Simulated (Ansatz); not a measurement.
Gas-phase electronic energies from Ansatz, PBE0-D4/def2-TZVP geometries. CCSD(T)/CBS adds triple-zeta CCSD(T) − MP2 to the extrapolated MP2 energy (def2 sets, frozen cores). DFT in def2-TZVPP.

Reaction (isomerisation): `C=[C]1[S][Al]1[CH3]` → `CSC#[C][AlH2]`

`C=[C]1[S][Al]1[CH3]`:

```xyz
10

C     2.325   -1.166    0.180
C     1.341   -0.300   -0.004
S     1.507    1.467   -0.524
Al   -0.357    0.495   -0.122
C    -2.283    0.623   -0.028
H     2.101   -2.183    0.487
H     3.372   -0.910    0.038
H    -2.740   -0.346    0.184
H    -2.578    1.321    0.760
H    -2.687    0.999   -0.971
```

`CSC#[C][AlH2]`:

Cartesian coordinates in Å:
```
C 2.284 0.871 0.006
S 1.815 -0.868 0.168
C 0.158 -0.767 0.087
C -1.064 -0.749 0.032
Al -2.953 -0.712 -0.051
H 1.869 1.452 0.828
H 1.948 1.265 -0.951
H 3.373 0.895 0.052
H -3.677 0.684 -0.227
H -3.752 -2.071 0.056
```

CCSD(T)/CBS gives +142.1 kJ/mol.

Question: Another level gave +157.7 kJ/mol. Which?
A. SCS-MP2/def2-TZVPP
B. CCSD(T)/def2-TZVPP
C. PBE0/def2-TZVPP
D. B2PLYP/def2-TZVPP

Answer: C. PBE0 157.7, B2PLYP 132.4, CCSD(T)/def2-TZVPP 137.2, SCS-MP2/def2-TZVPP 124.0 kJ/mol.

Largest T1 diagnostic among the species: 0.014.

In def2-TZVPP, CCSD(T) changes the Hartree–Fock value by +33.8 kJ/mol (the triples alone add +3.6 kJ/mol) and MP2 by +32.8 kJ/mol.

CCSD(T)/CBS has its own doubt, a few kJ/mol and more with outer-core shells, so smaller differences from it don't rank the levels.
